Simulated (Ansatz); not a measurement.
Reaction (SMILES): B (BH3) → B (BH3) as doublet, charge +1 + e-
Geometries: B3LYP-D3(BJ)/def2-TZVP minima from Ansatz (an electronic-structure program). A spin state is the lowest found, not a proven ground state.

Quantity: adiabatic ionisation energy (electronic energy difference), in eV. Cores are frozen in the correlated levels unless marked. Open shells are spin-unrestricted. No spin-orbit coupling. Non-relativistic. FCI takes restricted orbitals. Basis-set limits of correlation are two-point, X^-3; Hartree-Fock from the larger set.

| level | program | adiabatic ionisation energy (eV) |
|---|---|---|
| HF/def2-SVP | Ansatz | 11.24 |

What does CCSD(T)/CBS(aug-cc-pVTZ,aug-cc-pVQZ) (Ansatz) give?

12.13 eV
